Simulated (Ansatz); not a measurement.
Geometry optimisation, RKS BLYP/def2-SVP in Ansatz.

Input file:

```yaml
crystal:
  periodic: [false, false, false]
  atoms:
    - { symbol: W, position_ang: [0.091427, -0.184791, -0.027234] }
    - { symbol: F, position_ang: [0.050656, -0.073846, 1.828564] }
    - { symbol: Cl, position_ang: [2.328158, -1.066565, -0.006175] }
    - { symbol: H, position_ang: [-1.025292, 1.120729, 0.085496] }
    - { symbol: H, position_ang: [-1.619557, -0.287623, -0.144575] }
    - { symbol: H, position_ang: [-0.50972, -1.74733, -0.260182] }
    - { symbol: F, position_ang: [0.236605, 0.374729, -1.781897] }
    - { symbol: O, position_ang: [1.740583, 2.122117, 1.279676] }
    - { symbol: H, position_ang: [2.595036, 1.657807, 1.149583] }
    - { symbol: H, position_ang: [1.334003, 1.612472, 2.029444] }
basis:
  gaussian: { orbitals: def2-SVP }
hamiltonian:
  xc: blyp
relax:
  f_tol: 0.03
  max_steps: 50
```

Run as:

```bash
$ ansatz run input.yaml --threads 2 --pin off --max-ram 3072MiB --backend cpu --events-out ev --progress --plain --runs-dir out
```

Q: Where does it end, and by what steps?

A: The run converged. After 11 steps the energy has fallen by 0.487 eV; H10 moved furthest, 0.70 Å. Joined: W1–O8 (3.12 → 2.35 Å).

```json
{"step": "0", "energy less start (eV)": "0.0000", "largest force component (eV/Å)": "0.627", "accepted": "yes"}
{"step": "1", "energy less start (eV)": "-0.0926", "largest force component (eV/Å)": "1.353", "accepted": "yes"}
{"step": "2", "energy less start (eV)": "-0.2352", "largest force component (eV/Å)": "1.740", "accepted": "yes"}
{"step": "3", "energy less start (eV)": "-0.3668", "largest force component (eV/Å)": "1.233", "accepted": "yes"}
{"step": "4", "energy less start (eV)": "-0.4281", "largest force component (eV/Å)": "1.079", "accepted": "yes"}
{"step": "5", "energy less start (eV)": "-0.4559", "largest force component (eV/Å)": "0.744", "accepted": "yes"}
{"step": "6", "energy less start (eV)": "-0.4432", "largest force component (eV/Å)": "0.642", "accepted": "no"}
{"step": "7", "energy less start (eV)": "-0.4817", "largest force component (eV/Å)": "0.252", "accepted": "yes"}
{"step": "8", "energy less start (eV)": "-0.4850", "largest force component (eV/Å)": "0.149", "accepted": "yes"}
{"step": "9", "energy less start (eV)": "-0.4799", "largest force component (eV/Å)": "0.235", "accepted": "no"}
{"step": "10", "energy less start (eV)": "-0.4868", "largest force component (eV/Å)": "0.093", "accepted": "yes"}
{"step": "11", "energy less start (eV)": "-0.4872", "largest force component (eV/Å)": "0.013", "accepted": "yes"}
```

```xyz
10
Properties=species:S:1:pos:R:3
W 0.166 -0.062 0.128
F -0.137 -0.469 1.922
Cl 2.423 -1.025 0.156
H -1.002 1.183 0.387
H -1.503 -0.270 -0.154
H -0.365 -1.592 -0.396
F 0.335 0.640 -1.581
O 1.547 1.669 0.921
H 2.419 1.229 1.070
H 1.340 2.224 1.700
```

Whether the end is a true minimum wasn't checked by a vibrational analysis.

Run time: 27 s on 2 threads of Intel(R) Xeon(R) Platinum 8488C (Sapphire Rapids), with other jobs on the host, peak memory 0.19 GiB.
